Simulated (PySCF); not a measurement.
PySCF 2.14 output of an unrestricted LDA calculation on a single atom or ion in cc-pVTZ-DK, with the spin-free X2C one-electron Hamiltonian (Gaussian nucleus):

```
SCF conv_tol = 1e-09
number electrons alpha = 9  beta = 8
    P. A. M. Dirac.,  Math. Proc. Cambridge Philos. Soc. 26, 376 (1930)
    F. Bloch.,  Z. Phys. 57, 545 (1929)
    S. H. Vosko, L. Wilk, and M. Nusair.,  Can. J. Phys. 58, 1200 (1980)
cycle= 1 E= -527.144512068225  delta_E= -0.0129  |g|= 0.0342  |ddm|= 0.353
cycle= 2 E= -527.144680858738  delta_E= -0.000169  |g|= 0.00488  |ddm|= 0.0379
cycle= 3 E= -527.144687270357  delta_E= -6.41e-06  |g|= 0.00153  |ddm|= 0.00831
cycle= 4 E= -527.144687981971  delta_E= -7.12e-07  |g|= 8.04e-05  |ddm|= 0.00167
cycle= 5 E= -527.144687984339  delta_E= -2.37e-09  |g|= 5.47e-06  |ddm|= 9.05e-05
cycle= 6 E= -527.144687984351  delta_E= -1.17e-11  |g|= 4.55e-07  |ddm|= 6.48e-06
converged SCF energy = -527.144687984351  <S^2> = 0.75120254  2S+1 = 2.0012022
```

The run itself started from symmetry-adapted Hartree-Fock orbitals and held the occupation by maximum overlap, on a logarithmic radial grid, so the iterations belong to that start.

Problem. Which element, charge and spin multiplicity is this?

Solution. Ar⁺ (argon, charge +1), multiplicity 2; the state was [Ne] 3s2 3p5, 2P determinant.
